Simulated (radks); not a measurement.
The numbers below are computed, except where a source is named.
Initial-state core-level shifts of the cerium ion Ce3+ when its valence configuration changes from [Xe] 4f1. Code: a radial shooting solver on a logarithmic mesh with Libxc functionals. Model: scalar-relativistic Kohn-Sham, r2SCAN, spin-polarised, spherical densities, finite nucleus; open shells are filled with parallel spins first (spin-orbit coupling, left out, can overturn this in heavy ions); meta-GGA in the generalised Kohn-Sham scheme; Fermi nuclear charge, rms radius 4.8771 fm. Shifts are changes of the shell-averaged eigenvalues in eV (positive: less bound); the change of the density at the nucleus, which sets a Mossbauer isomer shift, is in e/bohr^3, on a base of 3.975e+05.

| valence | 1s | 3p | 5s | 5p | density at nucleus |
|---|---|---|---|---|---|
| 6p1 | -12.197 | -14.351 | -7.570 | -6.571 | +31.87 |
| 6s0.5 6p0.5 | -11.701 | -13.853 | -7.109 | -6.133 | +49.01 |
| 5d1 | -7.922 | -9.970 | -3.765 | -3.088 | +24.34 |
| 4f0.5 6s0.5 | -5.471 | -6.500 | -3.310 | -2.842 | +32.42 |
| 4f0.5 6p0.5 | -5.973 | -7.004 | -3.787 | -3.292 | +15.39 |
| 6s1 | -11.201 | -13.350 | -6.635 | -5.685 | +68.22 |
